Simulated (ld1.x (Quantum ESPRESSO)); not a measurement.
## What one change does to a pseudopotential (indium, RRKJ)

In (Z = 49), norm-conserving RRKJ (Kleinman–Bylander form), made with ld1.x (Quantum ESPRESSO) 7.5 (PBE, scalar-relativistic). Core [Kr] 4d10, reference 5s2 5p1. Waves: 5s (bound): rc 2.10 bohr; 5p (bound): rc 3.10 bohr; 5d channel at 0.2 Ry: rc 3.40 bohr. Local part: all-electron potential smoothed inside 2.25 bohr (lloc = -1). Core correction: Bessel-smoothed model core inside 1.05 bohr. rho0 = 0.001.

Change: core correction none.

Cutoffs: the cutoffs (Ry, on a coarse ladder) from which the occupation-weighted sum of valence levels, in a spherical-Bessel basis at the reference potential, stays within 10 and 1 mRy of its value at 400 Ry; they do not see the model core or the augmentation charge, which bear on the density cutoff. Errors are all-electron minus pseudo energies relative to the spin-unpolarised reference configuration.

How do hardness, ghosts and transferability respond?

The potential gets neither clearly harder nor softer (18 Ry and 35 Ry → 18 Ry and 35 Ry); of the 7 tests that both files solve, the error grows in 4 and shrinks in 2 by more than 15 % and 0.3 meV (median size 22.1 → 22.0 meV); neither file shows a bound ghost.

| quantity | base | changed |
| --- | --- | --- |
| cutoff, loose | 18 Ry | 18 Ry |
| cutoff, tight | 35 Ry | 35 Ry |
| bound ghosts | none | none |
| error for 5s2 5p0, meV [ΔE 5.36 eV] | -14 | +22 |
| error for 5s1 5p0, meV [ΔE 24.60 eV] | -202 | +118 |
| error for 5s2 5p0.5, meV [ΔE 1.94 eV] | -2.4 | +3.6 |
| error for 5s2 5p1.3, meV [ΔE -0.53 eV] | -0.2 | +0.8 |
| error for 5s0 5p3, meV [ΔE 11.95 eV] | -87 | +117 |
| error for 5s1 5p2, meV [ΔE 5.84 eV] | -22 | +23 |
| error for 5s1 5p1, meV [ΔE 11.96 eV] | -59 | +14 |
| s: phases at 3.72 bohr within 0.05 rad from the reference energy up to (Ry; the scan ends near 5) | 0.7 | 0.7 |
| p: phases at 3.72 bohr within 0.05 rad from the reference energy up to (Ry; the scan ends near 5) | 1.4 | 1.4 |
| d: phases at 3.72 bohr within 0.05 rad from the reference energy up to (Ry; the scan ends near 5) | n/a | n/a |
